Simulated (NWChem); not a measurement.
CH4ClIn; SMILES [Cl][InH][CH3]

Computed with NWChem. Geometry: optimised at PBE0/def2-SVP. No frequency run checked for a minimum. def2 effective core potentials on In; no spin-orbit coupling.

Diagonal of the polarisability tensor at PBE0/def2-SVPD, static: 68.78, 76.55, 48.85 bohr³.

Question: Find the mean polarisability volume, the molar refraction, and the refractive index that an ideal gas of it would have at 273.15 K and 1 atm.

Answer: 
1. Mean: one third of the trace = 64.73 bohr³ × 0.14818 Å³/bohr³ = 9.59 Å³.
2. Molar refraction (Lorentz-Lorenz): (4π/3) N_A α = 24.2 cm³/mol.
3. Number density p/kT = 2.687 × 10⁻⁵ Å⁻³; n − 1 = 2π N α = 16.19 × 10⁻⁴.
4. These hold the electronic response alone: vibrational and orientational terms add to the static dielectric constant.
